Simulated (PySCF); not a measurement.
# Sm(III) with different ligands

Computed with PySCF 2.14.0, PBE0, def2-SVP on the ligands, density fitting, scalar-relativistic core potentials, no spin-orbit coupling, vacuum. The metal has lcecp-1-SVP with ECP51. Each complex is relaxed within the symmetry of a template of the same shape. Distances are means of the shortest metal–ligand contacts, charges and spins Mulliken's; removal energies are rigid, with the ligand's formal charge and no counterpoise, so too large; for an anion taken off a cation in vacuum most of it is the attraction of opposite charges, and multiply charged cations can part far more cheaply with an electron moved from ligand to metal. lcecp potentials hold a fixed number of 4f electrons in the core, out of states, spins and gaps.

```json
{"complex": "SmH3(NH3)", "point group": "C3v", "M–first ligand (Å)": "2.079", "charge on M (e)": "0.62", "dipole (D)": "5.75", "removal of one first-named ligand (eV)": "8.80", "strongest infrared band, degenerate modes summed (cm⁻¹)": "1350", "unstable modes (below −25 cm⁻¹)": "0"}
{"complex": "SmH3(H2O)", "point group": "C1", "M–first ligand (Å)": "2.085", "charge on M (e)": "0.76", "dipole (D)": "4.04", "removal of one first-named ligand (eV)": "9.84", "strongest infrared band, degenerate modes summed (cm⁻¹)": "1395", "unstable modes (below −25 cm⁻¹)": "0"}
{"complex": "SmCl3(H2O)", "point group": "Cs", "M–first ligand (Å)": "2.539", "charge on M (e)": "0.90", "dipole (D)": "5.73", "removal of one first-named ligand (eV)": "8.85", "strongest infrared band, degenerate modes summed (cm⁻¹)": "–", "unstable modes (below −25 cm⁻¹)": "1 (soft)"}
{"complex": "SmF3(NH3)", "point group": "C3v", "M–first ligand (Å)": "2.079", "charge on M (e)": "1.19", "dipole (D)": "5.60", "removal of one first-named ligand (eV)": "10.85", "strongest infrared band, degenerate modes summed (cm⁻¹)": "556", "unstable modes (below −25 cm⁻¹)": "0"}
{"complex": "SmCl3(NH3)", "point group": "C3v", "M–first ligand (Å)": "2.544", "charge on M (e)": "0.85", "dipole (D)": "5.16", "removal of one first-named ligand (eV)": "8.78", "strongest infrared band, degenerate modes summed (cm⁻¹)": "335", "unstable modes (below −25 cm⁻¹)": "0"}
{"complex": "Sm(OH)3(NH3)", "point group": "nearly C3v", "M–first ligand (Å)": "2.115", "charge on M (e)": "0.95", "dipole (D)": "4.21", "removal of one first-named ligand (eV)": "10.27", "strongest infrared band, degenerate modes summed (cm⁻¹)": "–", "unstable modes (below −25 cm⁻¹)": "not given"}
```

**Question.** A further member has point group Cs, M–first ligand (Å) 2.072, charge on M (e) 1.22, dipole (D) 6.76, removal of one first-named ligand (eV) 10.91, strongest infrared band, degenerate modes summed (cm⁻¹) 554, unstable modes (below −25 cm⁻¹) 0. Which complex is it?

**Answer.** SmF3(H2O). The answer isn't unique; the calculation gave this one.

Members with unstable modes aren't minima as they stand: saddle points kept by symmetry or, where the modes are soft, flat surfaces and noise. Moved off a saddle point of the template and relaxed again: SmH3(H2O). One start shape was tried for each, so a minimum needn't be the lowest isomer.
